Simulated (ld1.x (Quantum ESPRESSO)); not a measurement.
molybdenum (Mo): one change to a TM potential, before and after

ld1.x (Quantum ESPRESSO) 7.5 input, shortened:

```
&input
   title='Mo', zed=42., rel=2, dft='REVPBE', iswitch=3,
   config='[Kr] 4d4.5 5s0 5p0', rel_dist='average'
 /
 &inputp
   pseudotype=2, tm=.true., lloc=-1, rcloc=1.85,
   nlcc=.true., new_core_ps=.true., rcore=0.85
 /
3
5S  1  0   0.00   0.00  2.25  2.25  0.0
5P  2  1   0.00   0.00  2.55  2.55  0.0
4D  3  2   4.50   0.00  1.55  1.55  0.0
 &test
   configts(1)='4d4.5 5s0 5p0'
 /
```

Open shells are filled in proportion to 2j + 1 (rel_dist='average').

Change: functional BP86.

Cutoffs: the cutoffs (Ry, on a coarse ladder) from which the occupation-weighted sum of valence levels, in a spherical-Bessel basis at the reference potential, stays within 10 and 1 mRy of its value at 400 Ry; they do not see the model core or the augmentation charge, which bear on the density cutoff. Errors are all-electron minus pseudo energies relative to the spin-unpolarised reference configuration.

Problem. What does the change do?

Solution. The potential gets neither clearly harder nor softer (45 Ry and 50 Ry → 45 Ry and 55 Ry); both files keep a bound ghost (p, s); the number of tests that count goes from 7 to 6; of the 6 tests that both files solve, the error grows in 0 and shrinks in 2 by more than 15 % and 0.3 meV (median size 20.8 → 19.0 meV).

| quantity | base | changed |
| --- | --- | --- |
| cutoff, loose | 45 Ry | 45 Ry |
| cutoff, tight | 50 Ry | 55 Ry |
| bound ghosts | s, p3/2, p1/2 | s, p3/2, p1/2 |
| tests counted (converged, no solver errors) | 7 of 7 | 6 of 7 |
| error for 4d5 5s1 5p0, meV [ΔE -13.16 → -13.57 eV] | -12 | -9.7 |
| error for 4d5 5s0 5p0, meV [ΔE -6.38 → -6.49 eV] | -15 | -14 |
| error for 4d4 5s0 5p0, meV [ΔE 8.99 → 9.09 eV] | -26 | -24 |
| error for 4d5.5 5s0.5 5p0, meV [ΔE -12.89 → -13.27 eV] | -29 | -25 |
| error for 4d2 5s0 5p0, meV [ΔE 75.09 → 75.48 eV] | -1260 | -1230 |
| error for 4d5 5s0.5 5p0, meV [ΔE -10.48 → -10.75 eV] | -12 | -10 |
| s: phases at 2.73 bohr within 0.05 rad from the reference energy up to (Ry; the scan ends near 5) | 1.8 | 1.8 |
| p1/2: phases at 2.73 bohr within 0.05 rad from the reference energy up to (Ry; the scan ends near 5) | -0.4 | -0.5 |
| p3/2: phases at 2.73 bohr within 0.05 rad from the reference energy up to (Ry; the scan ends near 5) | -0.4 | -0.4 |
| d3/2: phases at 2.73 bohr within 0.05 rad from the reference energy up to (Ry; the scan ends near 5) | to the end of the scan | to the end of the scan |
| d5/2: phases at 2.73 bohr within 0.05 rad from the reference energy up to (Ry; the scan ends near 5) | to the end of the scan | to the end of the scan |

Base: These tests converged, but a pseudo level misses the all-electron one widely, so the file describes the atom poorly there or has found another state: 4d5 5s0 5p1: 4d by 2.7 eV. Changed file: Tests not counted: 4d5 5s0 5p1 (solver errors, printed error -1.7 eV). A true bound ghost makes a file unfit for plane-wave use even where its test errors are small: the radial tests pick states by their node count and pass the ghost by. Where a test does run into it, the solver fails or the error is huge.
